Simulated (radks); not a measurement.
All-electron atom: Pb63+ in [Ar] 3d1. Calculated with a radial shooting solver on a logarithmic mesh with Libxc functionals: Dirac Kohn-Sham, PBE, spin-unpolarised, spherical densities, point nucleus; open shells are shared between the two j in proportion to 2j + 1.

Radial electron density D(r) = 4 pi r^2 rho(r):

r (bohr),D(r) (e/bohr)
0.002218,37.48
0.002797,49.39
0.003528,63.51
0.004485,79.74
0.005656,95.54
0.007132,109.2
0.008995,118.1
0.01134,120.0
0.01442,115.1
0.01819,107.9
0.02293,105.9
0.02892,115.1
0.03677,133.2
0.04637,142.7
0.05848,127.6
0.07375,92.09
0.09375,64.14
0.1182,64.74
0.1491,70.74
0.188,53.52
0.239,22.58
0.3015,5.036
0.3802,0.5093
0.4794,0.01950
0.6095,0.0001881

D(r) has 3 maxima, at r = 0.0107, 0.0460, 0.144 bohr, and minima at 0.0215, 0.104 bohr, inside which lie 2.06, 10.67 electrons.
